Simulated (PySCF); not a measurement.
Cl3GeH, SMILES [Cl][GeH]([Cl])[Cl] (connectivity only; charge and spin as stated), charge -1, multiplicity 2.

Coordinates come from a B3LYP-D3(BJ)/def2-SVPD optimisation. The multiplicity is an assumed one; no other spin state was optimised. The isomer is the one that the SMILES or the coordinates give; other isomers of the formula were not compared.

Level of theory: ωB97X/def2-SVPD run with PySCF.

The molecule is in vacuum.

### Question
Estimate the frontier levels, dipole moment and polarisability. (An estimate is asked for; the answer gives what the named calculation found.)

### Answer

| Item | Result |
|---|---|
| α spin, highest occupied and lowest empty level | -3.61 and 5.33 eV |
| β spin, highest occupied and lowest empty level | -6.45 and 2.73 eV |
| dipole moment about the centre of nuclear charge | 0.68 D |
| mean static polarisability | 100.1 bohr³ (14.84 Å³) |
| polarisability, principal values | 73.5, 113.5, 113.5 bohr³ |
| ⟨S²⟩ | 0.757 (pure state 0.75) |
